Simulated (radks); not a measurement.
These are the eigenvalues of the occupied orbitals of an atom or ion with whole-number occupations (hartree). Calculated with a radial shooting solver on a logarithmic mesh with Libxc functionals: Dirac Kohn-Sham, PBE, spin-unpolarised, spherical densities, finite nucleus; Fermi nuclear charge, rms radius of each element as measured or else 0.836 A^(1/3) + 0.57 fm.

1s1/2: -20.49623
2s1/2: -2.14414
2p1/2: -1.59035
2p3/2: -1.58842

Which element is it, and in what charge state? The configuration may be excited. Open shells, if any, are shared by 2j + 1.

Answer. Z = 8, oxygen, charge +2: O2+ in [He] 2s2 2p2. The list shows which subshells hold electrons but not how many an open one holds; the 1s level, -20.496 hartree, gives Z - s = 6.4 by -(Z - s)^2/2, which with screening and relativity narrows Z to a few neighbours, and the depths of the outer levels then fix element, charge and occupations together.
